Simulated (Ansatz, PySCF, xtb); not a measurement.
Complex: HCl (SMILES Cl) (first 2 atoms) with CH5N (SMILES CN); geometry from B3LYP-D3(BJ)/def2-TZVP, rigid monomers moved along the line of their centres of mass till Cl1···N4 is 4.35 Å.
(charge 0, multiplicity 1):
```json
[
 {"atom": "Cl", "x (Å)": "0.0128", "y (Å)": "-0.0324", "z (Å)": "0.0373"},
 {"atom": "H", "x (Å)": "-0.1940", "y (Å)": "0.3919", "z (Å)": "-1.1576"},
 {"atom": "C", "x (Å)": "-0.1423", "y (Å)": "0.5310", "z (Å)": "4.7883"},
 {"atom": "N", "x (Å)": "0.4072", "y (Å)": "-0.7377", "z (Å)": "4.3137"},
 {"atom": "H", "x (Å)": "-1.1602", "y (Å)": "0.6425", "z (Å)": "4.4120"},
 {"atom": "H", "x (Å)": "0.4443", "y (Å)": "1.3519", "z (Å)": "4.3735"},
 {"atom": "H", "x (Å)": "-0.1675", "y (Å)": "0.6473", "z (Å)": "5.8803"},
 {"atom": "H", "x (Å)": "-0.1291", "y (Å)": "-1.5211", "z (Å)": "4.6655"},
 {"atom": "H", "x (Å)": "1.3615", "y (Å)": "-0.8614", "z (Å)": "4.6287"}
]
```

Counterpoise-corrected where a basis set is named; no monomer relaxation.

Programs: Ansatz (a program for electronic structure) with Gaussian orbitals; PySCF for the dispersion terms; xtb for the GFN methods. Each number belongs to the level named beside it.

Problem. Predict the interaction energy from PBE-D3(BJ)/def2-TZVPPD.

Solution. -23 meV

Problem. What interaction energy does GFN1-xTB give?

Solution. 0 meV

Problem. Predict the interaction energy from PBE0/def2-TZVPPD.

Solution. -9 meV
